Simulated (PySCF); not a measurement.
## How methods differ on the ionisation energy of Hf²⁺

Hf²⁺ [Xe] 4f14 5d2 (3F) → Hf³⁺ [Xe] 4f14 5d1 (2D), as a difference of total energies. Calculation: PySCF 2.14, in ANO-RCC-VTZP; the spin-free X2C one-electron Hamiltonian (Gaussian nucleus). Correlated levels: valence: [Xe] 4f14 frozen; valence and next inner shell: [Kr] 4d10 4f14 frozen. The calculations carry no spin-orbit coupling.

Q: Order these methods by the ionisation energy they give, lowest first.
A. MP2 (valence and next inner shell)
B. PBE0
C. UHF
D. SCS-MP2 (valence and next inner shell)

A: C (21.501 eV), D (21.872 eV), A (21.955 eV), B (22.529 eV).

A first-order spin-orbit estimate (lowest level to lowest level, LS coupling) adds 0.053 eV.

Errors of the correlated levels include the incompleteness of this basis and the frozen core.

For comparison: 22.55 ± 0.04 eV (theoretical estimate listed by NIST; NIST Atomic Spectra Database, ionization energies).
